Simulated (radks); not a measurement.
Results of a calculation; reference values are marked as such.
Task: Ionisation of the cerium ion Ce+, [Xe] 4f1 5d2, to Ce2+, [Xe] 4f2, under several functionals. Scalar-relativistic Kohn-Sham, spin-polarised, spherical densities, finite nucleus; open shells are filled with parallel spins first (spin-orbit coupling, left out, can overturn this in heavy ions); a radial shooting solver on a logarithmic mesh with Libxc functionals. The NIST Atomic Spectra Database gives 10.96 eV (semi-empirical). Rank these functionals by the error of their Delta-SCF ionisation energy: BLYP; PW91; exchange-only B88; B86b exchange with PBE correlation; SCAN; HCTH/407; MS2 meta-GGA.

Result: From best to worst: MS2 meta-GGA 9.997 eV (-0.959); PW91 9.835 eV (-1.121); B86b exchange with PBE correlation 9.834 eV (-1.122); SCAN 9.800 eV (-1.156); BLYP 9.701 eV (-1.255); exchange-only B88 9.457 eV (-1.499); HCTH/407 8.969 eV (-1.987). Open shells are spherical and high-spin; term and fine-structure splittings are not resolved. Spin-orbit splitting is averaged out at the scalar-relativistic level.
